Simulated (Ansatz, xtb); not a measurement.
**C3H4N4: which of two isomers lies lower**

We compare a, `C=Nc1nnc[nH]1`, a singlet, with b, `C=Nc1ncn[nH]1`, a singlet. Both are isolated molecules in the gas phase, relaxed with r2SCAN-D4/def2-SVP; the shapes shown needn't be the lowest conformers.

a (Å):

```xyz
11

C    -2.3587   -1.3574   -0.1161
C    -0.9355   -0.3973    1.3919
C     0.5385    0.6098    2.6193
N    -2.0280   -1.1880    1.1073
N    -0.1223    0.2656    0.5883
N     0.8032    0.8977    1.3608
N    -0.5492   -0.2039    2.6937
H    -3.2308   -1.9873   -0.3379
H    -1.8083   -0.8991   -0.9564
H     1.0985    0.9630    3.4846
H    -1.0025   -0.6004    3.5103
```

b (Å):

```xyz
11

C    -2.7136   -1.1405    0.3406
C    -0.8864   -0.5195    1.5526
C     0.5849    0.9745    1.6029
N    -1.9368   -1.3824    1.3267
N    -0.5034    0.5772    0.9057
N     0.9100    0.2033    2.6412
N    -0.0382   -0.7397    2.5903
H    -3.5525   -1.8245    0.1551
H    -2.5760   -0.2742   -0.3307
H     1.1708    1.8595    1.3521
H    -0.0725   -1.4986    3.2646
```

Quicker runs give these differences E(b) − E(a): GFN2-xTB −0.160 eV; HF/STO-3G −0.181 eV (at GFN2-xTB geometries); r2SCAN-D4/def2-SVP//GFN2-xTB −0.359 eV.

Task: Estimate E(b) − E(a) at the level CCSD(T)/def2-SVP + ΔMP2/def2-TZVPP.

Result: Calculated at CCSD(T)/def2-SVP + ΔMP2/def2-TZVPP: E(b) − E(a) = −0.298 eV, so structure b lies lower.

How the difference moves with the method:

```tsv
level	geometry	E(b) − E(a) (eV)	departure from the last row (eV)	job, with rough time for the two
GFN2-xTB	GFN2-xTB	−0.160	+0.138	optimisation, 1.1 s
HF/STO-3G	GFN2-xTB	−0.181	+0.117	single point, 3.6 s
r2SCAN-D4/def2-SVP//GFN2-xTB	GFN2-xTB	−0.359	−0.061	single point, 21 s
r2SCAN-D4/def2-SVP	r2SCAN-D4/def2-SVP	−0.358	−0.060	optimisation, 2.6 min
HF/def2-SVP	r2SCAN-D4/def2-SVP	−0.354	−0.056	part of the CCSD(T) run
MP2/def2-SVP	r2SCAN-D4/def2-SVP	−0.341	−0.043	part of the CCSD(T) run
CCSD(T)/def2-SVP	r2SCAN-D4/def2-SVP	−0.330	−0.032	single point
CCSD(T)/def2-SVP + ΔMP2/def2-TZVPP	r2SCAN-D4/def2-SVP	−0.298		single point, 5.6 min
```

As drawn, both hold the same kinds of bond in the same numbers.

None of the levels shown reverses the order. The largest departure from CCSD(T)/def2-SVP + ΔMP2/def2-TZVPP is that of GFN2-xTB, 0.138 eV. The last row adds to CCSD(T) the change of the MP2 difference between the two basis sets, here +0.032 eV.

With thermal terms from frequencies at re-optimised GFN2-xTB minima (ideal gas, soft modes damped towards free rotors, one conformer each, 298.15 K, 1 atm): on the last row, ΔE + ΔZPE = −0.284, ΔH = −0.287, ΔG = −0.284 eV.

The correlated steps freeze 7 core orbitals. Run with Ansatz 0.2.0, xtb 6.7.1; the last row on 2 threads of AMD EPYC (Zen 3) on a shared host.
